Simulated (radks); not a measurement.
Values are calculated unless marked as measured or tabulated.
Species: the copper ion Cu2+. Configuration: [Ar] 3d9.

Level of theory: Dirac Kohn-Sham, PBE, spin-unpolarised, spherical densities, point nucleus; open shells are shared between the two j in proportion to 2j + 1 (a radial shooting solver on a logarithmic mesh with Libxc functionals).

Energy parts (eV):
total: -45002.687
kinetic: 45784.344
electron-nucleus: -107801.204
Hartree: 18835.348
exchange-correlation: -1821.174

Orbitals (lengths in bohr, moments of r in powers of bohr; <r^-3> diverges for s and p1/2):
orbital,occ.,eigenvalue (eV),<r^-3>,<r^2>,<r>
1s1/2,2,-8874.574,-,0.003656,0.05213
2s1/2,2,-1087.840,-,0.06521,0.2350
2p1/2,2,-956.1073,-,0.05123,0.2041
2p3/2,4,-935.6126,685.0,0.05277,0.2075
3s1/2,2,-140.2513,-,0.5824,0.7098
3p1/2,2,-99.3464,-,0.6433,0.7380
3p3/2,4,-96.7446,87.58,0.6615,0.7484
3d3/2,3.6,-29.8063,8.460,1.107,0.9186
3d5/2,5.4,-29.5063,8.254,1.123,0.9248
4s1/2,0,-22.3432,-,5.916,2.281
4p1/2,0,-15.4605,-,8.582,2.741
4p3/2,0,-15.2916,5.752,8.750,2.769

The highest occupied level is 3d5/2 at -29.506 eV. For comparison, the ionisation energy in NIST's Atomic Spectra Database is 36.84 eV (measured). In exact Kohn-Sham theory the highest level is minus the ionisation energy, but local and semilocal functionals leave it too shallow, through self-interaction and a potential that decays too fast; potentials with the right tail come closer. Summed over all electrons, <r^2> = 15.60 bohr^2, which gives a Langevin (diamagnetic) susceptibility term of -12.4 x 10^-6 cm^3/mol. The density falls to 0.001 e/bohr^3 at r = 2.93 bohr.

Beside tabulated values, note that spin-unpolarised runs miss the spin-polarisation part of the exchange energy of open shells.
